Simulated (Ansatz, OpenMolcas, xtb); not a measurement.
**A ladder of methods for CH5AlOSi (SMILES [CH2]1O[SiH2][AlH]1)**

CH5AlOSi has 9 atoms, charge 0, and is taken as a singlet. As SMILES, `[CH2]1O[SiH2][AlH]1`. The coordinates come from a PBE0-D4/def2-TZVP relaxation.

Each level gives the vertical energy of the triplet above the singlet (eV). The values are calculated.

| level | kind | program | value (eV) | less CCSD(T)/def2-SVP |
| --- | --- | --- | --- | --- |
| GFN1-xTB | semi-empirical | xtb | 3.89 | +0.64 |
| HF/def2-SVP | Hartree–Fock | Ansatz | 3.03 | -0.22 |
| SVWN5/def2-SVP | LDA | Ansatz | 3.05 | -0.20 |
| BLYP/def2-SVP | GGA | Ansatz | 3.09 | -0.16 |
| TPSS/def2-SVP | meta-GGA | OpenMolcas | 3.02 | -0.23 |
| M06-2X/def2-SVP | hybrid meta-GGA | OpenMolcas | 3.20 | -0.05 |
| HSE06/def2-SVP | range-separated hybrid | Ansatz | 3.08 | -0.17 |
| B2PLYP/def2-SVP | double hybrid | Ansatz | 3.29 | +0.04 |
| RPA@PBE/def2-SVP | RPA | Ansatz | 3.10 | -0.15 |
| CCSD(T)/def2-SVP | coupled cluster or CI | Ansatz | 3.25 | 0.00 |

CCSD(T)/def2-SVP is the highest level here, not the true value. The values span 3.02 to 3.89 eV. The xTB rows lack spin polarisation, so open shells miss the exchange term that lowers them.
